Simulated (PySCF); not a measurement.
A survey of 29Si NMR shifts

Non-relativistic, one conformer, gas phase, equivalent nuclei averaged. Shielding tensors at PBE0/pcSseg-1 (GIAO); GFN2-xTB geometry; PySCF 2.14.

Shieldings were converted by a linear fit to measured shifts: 29Si (scatter 8.9 ppm rms, 25.8 ppm with the 6 outliers that the fit left out vs TMS, solution or neat liquid). A few per cent of atoms miss by over 2 rms, more outside the fitted compound classes.

Task: Give the 29Si shifts of `C[SiH2][Si@H](N)C(F)(F)F`, `[SiH3]C[C@@H]1COCC[SiH2]1`, `F[SiH2]C(F)(F)F`, `CC(C)(C=O)[SiH2][SiH2]C(=O)O`, `C#C[Si@@H]([SiH2]C)C1CCC1`, `CC#C[Si@@H]([SiH3])[SiH2][C@@H](C)F`.

Result: 
| compound | environment | δ (ppm) |
| --- | --- | --- |
| [CH3:1][SiH2:2][Si@H:3]([NH2:4])[C:5]([F:6])([F:7])[F:8] | Si3: silicon bonded to C, N, Si, H | -31.9 |
| [CH3:1][SiH2:2][Si@H:3]([NH2:4])[C:5]([F:6])([F:7])[F:8] | Si2: silicon bonded to C, Si, 2 H | -76.4 |
| [SiH3:1][CH2:2][C@@H:3]1[CH2:4][O:5][CH2:6][CH2:7][SiH2:8]1 | Si8: silicon bonded to 2 C, 2 H, in a 6-membered ring | -44.2 |
| [SiH3:1][CH2:2][C@@H:3]1[CH2:4][O:5][CH2:6][CH2:7][SiH2:8]1 | Si1: silicon bonded to C, 3 H | -67.9 |
| F[SiH2]C(F)(F)F | silicon bonded to C, F, 2 H | -18.8 |
| [CH3:1][C:2]([CH3:3])([CH:4]=[O:5])[SiH2:6][SiH2:7][C:8](=[O:9])[OH:10] | Si6: silicon bonded to C, Si, 2 H | -30.9 |
| [CH3:1][C:2]([CH3:3])([CH:4]=[O:5])[SiH2:6][SiH2:7][C:8](=[O:9])[OH:10] | Si7: silicon bonded to C, Si, 2 H | -77.5 |
| [CH:1]#[C:2][Si@@H:3]([SiH2:4][CH3:5])[CH:6]1[CH2:7][CH2:8][CH2:9]1 | Si3: silicon bonded to 2 C, Si, H | -53.5 |
| [CH:1]#[C:2][Si@@H:3]([SiH2:4][CH3:5])[CH:6]1[CH2:7][CH2:8][CH2:9]1 | Si4: silicon bonded to C, Si, 2 H | -74.0 |
| [CH3:1][C:2]#[C:3][Si@@H:4]([SiH3:5])[SiH2:6][C@@H:7]([CH3:8])[F:9] | Si6: silicon bonded to C, Si, 2 H | -54.1 |
| [CH3:1][C:2]#[C:3][Si@@H:4]([SiH3:5])[SiH2:6][C@@H:7]([CH3:8])[F:9] | Si5: silicon bonded to Si, 3 H | -95.6 |
| [CH3:1][C:2]#[C:3][Si@@H:4]([SiH3:5])[SiH2:6][C@@H:7]([CH3:8])[F:9] | Si4: silicon bonded to C, 2 Si, H | -98.0 |
